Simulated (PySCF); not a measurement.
Ge(H)3(vinyl) (C₂H₆Ge), SMILES C=[CH][GeH3]. Atoms are numbered in the order given.

```xyz
9

Ge     0.0379    -0.7132     0.0000
C     -0.5470     1.1358     0.0000
C      0.2971     2.1761     0.0000
H     -0.4919    -1.4471    -1.2435
H      1.5736    -0.7422     0.0000
H     -0.4919    -1.4471     1.2435
H     -1.6279     1.3344     0.0000
H     -0.0615     3.2130     0.0000
H      1.3857     2.0410     0.0000
```
Charge 0, spin multiplicity 1.

Geometry optimised at r2SCAN-D4/def2-SVP.

These are PySCF with PBE0/def2-TZVPD values and carry that method's errors.

Mulliken values depend strongly on the basis, most of all with diffuse functions as here. ESP charges are fitted to the potential on shells at 1.4 to 2.0 van der Waals radii. Atomic charges (e):

| atom | Mulliken | ESP fit |
|---|---|---|
| Ge1 | -0.14 | 0.17 |
| C2 | -0.03 | -0.13 |
| C3 | -0.58 | -0.44 |
| H4 | 0.07 | ? |
| H5 | 0.04 | ? |
| H6 | 0.07 | ? |
| H7 | 0.22 | ? |
| H8 | 0.18 | ? |
| H9 | 0.18 | ? |

Question: Complete the blanks. (The exact figures need the calculation; the answer reports its results.)

Answer: 
- H4, ESP fit: -0.04
- H5, ESP fit: -0.03
- H6, ESP fit: -0.04
- H7, ESP fit: 0.14
- H8, ESP fit: 0.18
- H9, ESP fit: 0.20
